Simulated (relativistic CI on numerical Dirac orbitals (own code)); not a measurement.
Ar XIV: sensitivity of the levels to the model

Base calculation: Dirac-Coulomb-Breit CI, orbitals from a KLI potential per configuration, QED by a radiative potential, unscaled Slater integrals.

CI space (outside the closed core 1s2): 2s2 2p, 2s 2p2, 2p3, 2p2 3s, 2p2 3p, 2p2 3d, 2s2 3s, 2s2 3p, 2s2 3d, 2s 2p 3s, 2s 2p 3p, 2s 2p 3d, 2s2 4s, 2s2 4p, 2s2 4d, 2s2 4f. Levels of other configurations are missing.

Variants: (1) valence Slater integrals scaled by 0.9; (2) non-relativistic limit; (3) only the first 3 configurations. Shifts of the energy above 2s2 2p 2P°_1/2, in cm⁻¹, for the lowest level and the first level of each name with at least 55 % of one term (blank where a level changes its place among those of its configuration and J or its character, or is not in the variant):

| Level | Base | Δ(1) | Δ(2) | Δ(3) |
| --- | --- | --- | --- | --- |
| 2s2 2p 2P°_1/2 | 0 | 0 | 0 | 0 |
| 2s2 2p 2P°_3/2 | 22560 | +111 | -22560 | +32 |
| 2s 2p2 4P_1/2 | 225578 | +9147 | -20627 | -2158 |
| 2s 2p2 4P_3/2 | 234097 | +9254 | -29146 | -2152 |
| 2s 2p2 4P_5/2 | 245550 | +9205 | -40599 | -2124 |
| 2s 2p2 2D_3/2 | 414755 | -8068 | -34108 | +1351 |
| 2s 2p2 2D_5/2 | 415626 | -7910 | -34979 | +1316 |
| 2s 2p2 2S_1/2 | 521470 | -19753 | -30951 | -907 |
| 2s 2p2 2P_1/2 | 554284 | -21687 | -31378 | +2959 |
| 2s 2p2 2P_3/2 | 564337 | -22130 | -41432 | +3759 |
| 2p3 4S°_3/2 | 718449 | +5263 | -54303 | -2614 |
| 2p3 2D°_3/2 | 819418 | -4777 | -53034 | +1375 |
| 2p3 2D°_5/2 | 821180 | -4432 | -54796 | +1384 |
| 2p3 2P°_1/2 | 920520 | -16455 | -54584 | +577 |

At this charge energies of transitions that change n are usually good to better than 1 %, and those within a shell (Δn = 0) to a few per cent.

Ionisation energy from the two ground configurations alone: base 756.01 eV. The NIST ASD value (semi-empirical) is 755.13 eV.
